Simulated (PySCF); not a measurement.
The PySCF input:
```python
from pyscf import gto, scf, tdscf

mol = gto.Mole()
mol.atom = '''
    B     0.19999790    0.01101441    0.14524034
    Cl   -0.55623883   -0.01786726    1.70581805
    F     1.53005581    0.07806220    0.08619679
    N    -0.54749190   -0.03390035   -1.01707972
    C    -0.03665542   -0.01623076   -2.37531426
    H    -1.55373566   -0.08459955   -0.96824330
    H    -0.42329497    0.85044971   -2.91420624
    H    -0.33336893   -0.92399915   -2.90346897
    H     1.04834368    0.03894754   -2.34351749
'''
mol.basis = '6-31g'
mol.verbose = 4
mol.build()

mf = scf.RHF(mol)
mf.kernel()
td = mf.TDA()
td.nstates = 5
td.kernel()
td.analyze()
```

Task: What is the computed HOMO energy (PySCF with HF/6-31G, TDA)?

Result: -11.30 eV

Task: Predict the total energy from HF/6-31G, TDA.

Result: -1356.602884 Ry

Task: Predict the dipole moment from HF/6-31G, TDA.

Result: 3.70 D
